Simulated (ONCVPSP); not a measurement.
**manganese: excitation energies, all-electron against ONCV**

ONCVPSP 4.0.1 input, shortened (lines: element, Z, core and valence counts, functional; n l f; lmax; l rc ep ncon nbas qcut; lloc lpopt rc5 dvloc0; l nproj debl; icmod fcfact rcfact), LDA (Perdew-Wang 92), scalar-relativistic:

```
  Mn 25.00    3    4  -001012      upf
    1    0    2.00
    2    0    2.00
    2    1    6.00
    3    0    2.00
    3    1    6.00
    3    2    5.00
    4    0    2.00
    2
    0    1.10    0.00    3    7   10.90
    1    1.25    0.00    5    9   10.40
    2    1.50    0.00    3    7   11.70
    4    5    0.85    6.00
    0    2    1.90
    1    2    3.90
    2    3    2.60
    3    4.75    1.25
```

Energies are relative to the spin-unpolarised reference configuration 3s2 3p6 3d5 4s2; without spin polarisation the order of configurations can differ from experiment.

```tsv
valence configuration	charge	ΔE all-electron (eV)	error AE − PS (meV)
3s2 3p6 3d5 4s1	+1	8.647	+0.2
3s2 3p6 3d5 4s0	+2	24.517	+2.8
3s2 3p6 3d4 4s0	+3	57.332	+14
3s2 3p6 3d3 4s0	+4	108.380	+199
```
